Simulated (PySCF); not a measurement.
H2O2S2W, SMILES [O]=[W](=[O])([SH])[SH], multiplicity 1. The structure is a stationary point at PBE-D3(BJ)/def2-SVP. The multiplicity is an assumed one; no other spin state was optimised. The structure was generated by enumeration; whether it is a known compound was not checked. The def2 effective core potentials stand for the cores of W; spin–orbit coupling is left out. The values are those of a single conformer.

Computed equilibrium geometry at PBE-D3(BJ)/def2-SVP (PySCF confirms it by a frequency run) as a Z-matrix, and its point group (one conformer of several):
point group C2.
```
W
O 1 1.7233
O 1 1.7233 2 111.53
S 1 2.3575 2 105.66 3 -119.83
H 4 1.3668 1 93.81 2 159.70
S 1 2.3575 2 110.27 3 117.07
H 6 1.3668 1 93.81 2 39.04
```
